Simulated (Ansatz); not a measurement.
Reaction (formal exchange of groups at a Ge–O bond): `[CH3][Ge]([OH])([OH])[F]` + `CC=N` → `[CH3][Ge]([CH3])([OH])[F]` + `N=CO`

Program: Ansatz. Geometries: PBE0-D4/def2-TZVP. ΔE: electronic, gas phase. CBS: MP2 limit from def2 TZ/QZ plus the TZ coupled-cluster correction, frozen cores. This one scheme is used for every species. Functionals use def2-TZVPP. HSE06 is defined as in plane-wave codes. For Ge outer-core shells are correlated without core-valence functions, which leaves a few kJ/mol of doubt a bond. Scalar relativity is left out up to krypton. One conformer a species, not always the lowest.

Question: Is it downhill or uphill in electronic energy at CCSD(T)/CBS, and by how much? (Best estimate.)

Answer: The calculation gave: Uphill: ΔE = +0.36 eV.

Question: What do these levels give: BLYP-D4, r2SCAN, HSE06, CAM-B3LYP, LC-ωPBE, CCSD/CBS(def2)? (Best estimate.)

Answer: Ansatz gave: BLYP-D4 0.27, r2SCAN 0.25, HSE06 0.24, CAM-B3LYP 0.30, LC-ωPBE 0.26, CCSD/CBS(def2) 0.38 eV.

Largest T1 diagnostic among the species: 0.014.

From PBE to PBE0 (25 % exact exchange), in def2-TZVPP and without D4, ΔE moves by +0.04 eV. In def2-TZVPP, CCSD(T) changes the Hartree–Fock value by −0.07 eV (the triples alone add −0.02 eV) and MP2 by −0.08 eV.
